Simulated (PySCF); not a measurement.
Neon: a sound run and one with changed settings

Sound run: Ne⁺ [He] 2s2 2p5, Ne²⁺ [He] 2s2 2p4. All numbers are calculated (PySCF 2.14, the spin-free X2C one-electron Hamiltonian (Gaussian nucleus), in cc-pVDZ-DK). In the sound run the correlated levels freeze 1s2. The sound run starts from symmetry-adapted Hartree-Fock orbitals and uses a fine grid where one is needed.

A second run was set up differently.

```
species   method  sound run (hartree)  changed run (hartree)  converged
    Ne⁺      MP2           -128.03717             -127.98976        yes
    Ne⁺  CCSD(T)           -128.04846             -127.99639        yes
   Ne²⁺      MP2           -126.54931             -126.49930        yes
   Ne²⁺  CCSD(T)           -126.56234             -126.50444        yes
```

Ionisation energy of Ne⁺:

```tsv
method	sound run (eV)	changed run (eV)
UHF	39.395	39.395
MP2	40.487	40.558
SCS-MP2	40.438	40.585
CCSD	40.429	40.589
CCSD(T)	40.439	40.598
```

Q: What was changed?
A. level shift left on
B. minimal basis
C. a valence shell is frozen
D. all electrons correlated in a valence basis

A: C. Freezing a valence shell removes pair correlation that changes on ionisation.
